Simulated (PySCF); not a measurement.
Species: C₆H₁₂F₂O.
Structure used (PBE0-D3(BJ)/def2-SVP), in Å, numbered top down from 1:
```xyz
21
C6H12F2O angstrom
C     -1.780   -1.477    0.159
O     -0.540   -1.064   -0.329
C     -0.143    0.286   -0.104
C     -0.160    0.636    1.383
C     -1.038    1.249   -0.884
C      1.267    0.344   -0.699
C      2.244   -0.658   -0.144
F      2.631   -0.315    1.113
F      3.362   -0.670   -0.910
H     -1.835   -1.458    1.263
H     -1.922   -2.517   -0.169
H     -2.620   -0.879   -0.240
H      0.319    1.612    1.549
H     -1.190    0.704    1.763
H      0.387   -0.110    1.975
H     -1.073    0.964   -1.946
H     -0.652    2.277   -0.811
H     -2.065    1.256   -0.491
H      1.192    0.145   -1.778
H      1.702    1.347   -0.571
H      1.829   -1.678   -0.109
```

Theory: delta-SCF UKS SCAN, pcX-2 on the ionised atom, pcseg-1 elsewhere, spin-free X2C in PySCF 2.14.0. Vertical ΔSCF values, vacuum level as zero.

Some binding energies are withheld.

```json
{"atom(s)": "C1", "bonded to": "O and 3 H", "level": "C 1s", "binding energy (eV)": "292.21"}
{"atom(s)": "C3", "bonded to": "O and 3 C", "level": "C 1s", "binding energy (eV)": "?"}
{"atom(s)": "C4/C5", "bonded to": "C and 3 H", "level": "C 1s", "binding energy (eV)": "290.60"}
{"atom(s)": "C6", "bonded to": "2 C and 2 H", "level": "C 1s", "binding energy (eV)": "?"}
{"atom(s)": "C7", "bonded to": "2 F, C and H", "level": "C 1s", "binding energy (eV)": "?"}
{"atom(s)": "O2", "bonded to": "2 C", "level": "O 1s", "binding energy (eV)": "538.23"}
{"atom(s)": "F8/F9", "bonded to": "C", "level": "F 1s", "binding energy (eV)": "692.79"}
```

**Question.** What is the C 1s binding energy of C6?

**Answer.** 290.90 eV (chain CH2 carbon). The nearest listed C 1s value is that of C4/C5; the shift against it is +0.30 eV.

**Question.** Fill in C 1s for C7.

**Answer.** 295.21 eV (CHF2 carbon). The nearest listed C 1s value is that of C1; the shift against it is +3.00 eV.

**Question.** Fill in C 1s for C3.

**Answer.** 292.30 eV (sp3 carbon bound to oxygen). The nearest listed C 1s value is that of C1; the shift against it is +0.09 eV.

Lowest listed C 1s: C4/C5, bonded to C and 3 H. Highest, 4.61 eV above it: C7, bonded to 2 F, C and H. The widest gap between neighbouring values is 2.91 eV, between 292.30 and 295.21 eV. Summing the Pauling electronegativity differences to the bonded atoms, each weighted by its formal bond order, gives -1.05 for the lowest site and +2.51 for the highest; no listed site has a larger sum than the highest.

**Question.** What is the longest wavelength that can ionise C 1s of C3 vertically?

**Answer.** λ = hc/E = 12398.42 eV Å / 292.30 eV = 42.417 Å.

One atom of each set of topologically equivalent atoms was ionised and stands for the set; in this conformer not all members are related by symmetry, and their own values weren't computed. One conformer (not necessarily the lowest) at the PBE0-D3(BJ)/def2-SVP geometry, without solvent, vibrations or thermal averaging.

Time: 2.6 min wall; peak memory 0.68 GiB. Hardware: one thread of an Arm Neoverse V1 (shared host).
